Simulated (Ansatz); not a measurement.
Molecule: CdCl (charge +1, singlet). 
Geometry from a B3LYP-D3(BJ)/def2-TZVP (Ansatz, a quantum-chemistry and plane-wave program) optimisation:
SMILES: [Cl][Cd+]
```xyz
2

Cd     0.0000     0.0000    -0.5928
Cl     0.0000     0.0000     1.6737
```
Charge +1, spin multiplicity 1.

Wanted: vertical ionisation energy (to the doublet state of charge +2; each state is the SCF solution reached for its spin), in eV. Cores are frozen in the correlated levels unless marked. Open shells are spin-unrestricted. No spin-orbit coupling. The frozen core is the preceding noble-gas configuration, with the filled d and f shells of earlier blocks. Past Kr the def2 sets carry scalar-relativistic core potentials. Basis-set limits of correlation are two-point, X^-3; Hartree-Fock from the larger set.

| level | program | vertical ionisation energy (eV) | minus last row |
|---|---|---|---|
| PBE/def2-TZVPD | Ansatz | 17.15 | 0.24 |
| wB97M-V/def2-TZVPD | Ansatz | 16.80 | -0.11 |
| wB97X-V/def2-TZVPD | Ansatz | 16.76 | -0.15 |
| CCSD/def2-SVPD | Ansatz | 16.42 | -0.49 |
| CCSD/def2-QZVPPD | Ansatz | 16.64 | -0.27 |
| CCSD/CBS(def2-TZVPPD,def2-QZVPPD) | Ansatz | 16.73 | -0.18 |
| CCSD(T)/def2-SVPD | Ansatz | 16.52 | -0.39 |
| CCSD(T)/def2-TZVPPD | Ansatz | 16.67 | -0.24 |
| CCSD(T)/def2-QZVPPD | Ansatz | 16.81 | -0.10 |
| CCSD(T)/CBS(def2-TZVPPD,def2-QZVPPD) | Ansatz | 16.91 | 0.00 |
